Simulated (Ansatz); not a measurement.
```yaml
crystal:
  periodic: [false, false, false]
  atoms:
    - {symbol: O, position_ang: [-1.675707, 0.257323, 1.677960]}
    - {symbol: Al, position_ang: [-0.508503, 0.060915, 0.525935]}
    - {symbol: C, position_ang: [0.796993, -0.951185, -0.467430]}
    - {symbol: C, position_ang: [0.689853, 0.352762, -0.897569]}
    - {symbol: F, position_ang: [1.363035, 0.923520, -1.838124]}
    - {symbol: H, position_ang: [-2.106227, 1.075302, 1.887264]}
    - {symbol: H, position_ang: [1.421090, -1.731439, -0.767591]}
basis:
  gaussian: {orbitals: def2-mTZVP, nuclear_model: gaussian}
magnetization: {spin_polarized: true, initial_magnetization: 4}
hamiltonian: {xc: {name: HSE06}, pseudopotentials: {relativity: scalar}}
output: {forces: true}
```

```sh
$ ansatz run in.yaml --threads 2 --pin off --events-out ev --progress --plain --max-ram 4352MiB
```

Output, abridged:

```
Functional definition: HSE06
971 factors; integrals over basis functions are off by at most 1.0e-3 eV
99 factors; integrals over basis functions are off by at most 4.4e-7 eV
mean field evaluation 1: about -13452.4605 eV, gradient 5.5e1 eV
mean field evaluation 2: about -13385.3983 eV, gradient 1.2e2 eV
mean field evaluation 4: about -13464.4977 eV, gradient 8.7e0 eV
mean field evaluation 8: about -13464.8972 eV, gradient 7.2e-1 eV
mean field evaluation 16: about -13464.9408 eV, gradient 2.9e-3 eV
mean field -13464.94085019 eV, -494.8274493796 hartree, gradient 2.9e-5 eV, S^2 6.010277; 4 other end points of the search recorded, 0 dependent functions left out
reference -13464.94089102 eV, -494.8274508802 hartree; 24, 20 occupied and 85, 89 virtual orbitals, 971 factors
Total energy: -13464.94089102 eV, -494.8274508802 hartree
Relativity: scalar
Atom 0 at    -1.675707     0.257323     1.677960 Å, force    -0.734000    -0.888601     0.963435 eV/Å
Atom 1 at    -0.508503     0.060915     0.525935 Å, force    -2.760898     0.732092     2.963782 eV/Å
Atom 2 at     0.796993    -0.951185    -0.467430 Å, force     0.609718    -2.801913     0.293649 eV/Å
Atom 3 at     0.689853     0.352762    -0.897569 Å, force     2.543653     2.020764    -3.695092 eV/Å
Atom 4 at     1.363035     0.923520    -1.838124 Å, force     0.237742     1.527105    -0.860606 eV/Å
Atom 5 at    -2.106227     1.075302     1.887264 Å, force    -0.480948     0.814008     0.258419 eV/Å
Atom 6 at     1.421090    -1.731439    -0.767591 Å, force     0.584733    -1.403457     0.076413 eV/Å
Dipole moment:     0.258778    -0.008771    -0.276251 e Å
```

Something in this input is off. What?

The spin is set far too high for this molecule. The calculation finished and met its thresholds. The result belongs to that input, not to the molecule as meant.

HSE06 is defined as in plane-wave codes.
